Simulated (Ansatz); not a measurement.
Start from `C[CH](S)[Zn][F]` and change one atom or group to get `CC(N)S`.

Ansatz, PBE0-D4/def2-TZVP geometries, multiplicity 1. Each molecule was computed in one conformer, which needn't be the lowest.

Scalar relativity is left out up to krypton.

```tsv
property	`C[CH](S)[Zn][F]`
HOMO energy (B3LYP/def2-TZVPP) / eV	-6.51
HOMO energy (PBE/def2-TZVPP) / eV	-5.58
size of the dipole moment (B3LYP/def2-TZVPP) / D	2.70
HOMO–LUMO gap (B3LYP/def2-TZVPP) / eV	5.26
LUMO energy (B3LYP/def2-TZVPP) / eV	-1.25
HOMO–LUMO gap (PBE/def2-TZVPP) / eV	3.79
```

(1) What does the change do to each property? (Best estimate.)

Answers

(1) Ansatz gave: 
```
                                        property  `CC(N)S`  shift
             HOMO energy (B3LYP/def2-TZVPP) / eV     -6.48   0.03
               HOMO energy (PBE/def2-TZVPP) / eV     -5.44   0.14
size of the dipole moment (B3LYP/def2-TZVPP) / D      2.67  -0.03
           HOMO–LUMO gap (B3LYP/def2-TZVPP) / eV      6.64   1.38
             LUMO energy (B3LYP/def2-TZVPP) / eV      0.16   1.41
             HOMO–LUMO gap (PBE/def2-TZVPP) / eV      4.98   1.19
```

Dipoles are sizes alone; their direction can turn.

B3LYP here is the variant with VWN-RPA as its local correlation; programs differ in this.
